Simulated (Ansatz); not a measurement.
```yaml
crystal:
  periodic: [false, false, false]
  atoms:
    - {symbol: Ba, position_ang: [-0.680159, 2.167858, -1.528231]}
    - {symbol: Ba, position_ang: [2.636455, -0.148792, 0.748716]}
    - {symbol: Ba, position_ang: [-0.498292, -2.212641, -1.534878]}
    - {symbol: Ba, position_ang: [-1.457994, 0.193575, 2.314394]}
basis:
  gaussian: {orbitals: def2-SVPD}
total_charge: 1
magnetization: {spin_polarized: true, initial_magnetization: 1}
hamiltonian: {xc: {name: PBE0}}
output: {forces: true}
```

```sh
$ ansatz run in.yaml --threads 4 --pin off --events-out ev --progress --plain --max-ram 3916MiB
```

Output, abridged:

```
Functional definition: PBE0
1136 factors; their error is unknown
mean field evaluation 1: about -2761.8272 eV, gradient 1.8e1 eV
mean field evaluation 2: about -2756.1356 eV, gradient 3.0e1 eV
mean field evaluation 4: about -2765.0030 eV, gradient 4.2e-1 eV
mean field evaluation 8: about -2765.0108 eV, gradient 6.5e-2 eV
mean field evaluation 16: about -2765.1457 eV, gradient 4.2e-3 eV
mean field evaluation 32: about -2765.1555 eV, gradient 1.8e-2 eV
mean field evaluation 64: about -2732.0919 eV, gradient 7.2e0 eV
mean field evaluation 96: about -2740.1434 eV, gradient 1.2e2 eV
mean field evaluation 128: about -2748.5801 eV, gradient 9.5e1 eV
mean field evaluation 160: about -2734.5738 eV, gradient 1.7e2 eV
mean field evaluation 192: about -2730.2543 eV, gradient 1.7e2 eV
mean field evaluation 224: about -2765.1457 eV, gradient 1.2e-3 eV
mean field evaluation 256: about -2765.1538 eV, gradient 2.3e-2 eV
mean field evaluation 288: about -2764.1910 eV, gradient 1.8e0 eV
mean field evaluation 320: about -2765.1166 eV, gradient 3.0e-1 eV
mean field evaluation 352: about -2764.4927 eV, gradient 4.8e-1 eV
mean field evaluation 384: about -2765.1515 eV, gradient 1.0e-1 eV
mean field -2765.15547268 eV, -101.6175893314 hartree, gradient 5.5e-6 eV, S^2 1.281661; 12 other end points of the search recorded, 0 dependent functions left out
reference -2765.15552629 eV, -101.6175913014 hartree; 20, 19 occupied and 112, 113 virtual orbitals, 1136 factors
Total energy: -2765.15552629 eV, -101.6175913014 hartree
Atom 0 at    -0.680159     2.167858    -1.528231 Å, force    -0.013016    -0.016492     0.008828 eV/Å
Atom 1 at     2.636455    -0.148792     0.748716 Å, force     0.024107    -0.003239     0.009684 eV/Å
Atom 2 at    -0.498292    -2.212641    -1.534878 Å, force    -0.002310    -0.002401    -0.026420 eV/Å
Atom 3 at    -1.457994     0.193575     2.314394 Å, force    -0.008781     0.022132     0.007908 eV/Å
Dipole moment:    -0.016190     0.039166    -0.028603 e Å
```

Run time 2 min (4 threads of Arm Neoverse V1 on a shared host), peak host memory 0.65 GiB.

In the def2 sets Ba takes a core potential; there is no spin–orbit coupling. The charge 1 doublet is spin-contaminated (final ⟨S²⟩ up to 1.28, 0.75 for a pure state).

The dipole of an ion depends on the origin.
